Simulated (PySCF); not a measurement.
Si(Cl)(F)(GeH3)2, SMILES F[Si]([GeH3])([GeH3])Cl (H₆ClFGe₂Si), PBE0/def2-SVP optimised geometry.

```
11

F      1.95    -1.49     0.00
Si     0.32    -1.49     0.00
Cl    -0.29    -2.35    -1.79
Ge    -0.41     0.78     0.00
Ge    -0.41    -2.91     1.77
H     -1.95     0.81    -0.04
H      0.07     1.49     1.27
H      0.15     1.49    -1.24
H      0.17    -4.32     1.58
H     -1.95    -2.99     1.75
H      0.04    -2.34     3.13
```

Density from PySCF 2.14.0 with PBE0/def2-TZVP at that geometry.

Minimum of the electron density along straight lines between bonded atoms, close to the bond critical point (lines longer than 1.1 times the sum of covalent radii, or with two minima, are not listed):

| bond | length / Å | ρ at the minimum / e bohr⁻³ | ∇²ρ there / e bohr⁻⁵ | position (fraction from the first atom) |
|---|---|---|---|---|
| F1–Si2 | 1.631 | 0.129 | 0.87 | 0.58 |
| Si2–Cl3 | 2.076 | 0.096 | 0.21 | 0.36 |
| Si2–Ge4 | 2.383 | 0.093 | -0.13 | 0.50 |
| Si2–Ge5 | 2.383 | 0.093 | -0.13 | 0.50 |
| Ge4–H6 | 1.539 | 0.132 | 0.06 | 0.59 |
| Ge4–H7 | 1.539 | 0.132 | 0.06 | 0.59 |
| Ge4–H8 | 1.537 | 0.133 | 0.05 | 0.59 |
| Ge5–H9 | 1.537 | 0.133 | 0.05 | 0.59 |
| Ge5–H10 | 1.539 | 0.132 | 0.06 | 0.59 |
| Ge5–H11 | 1.539 | 0.132 | 0.06 | 0.59 |
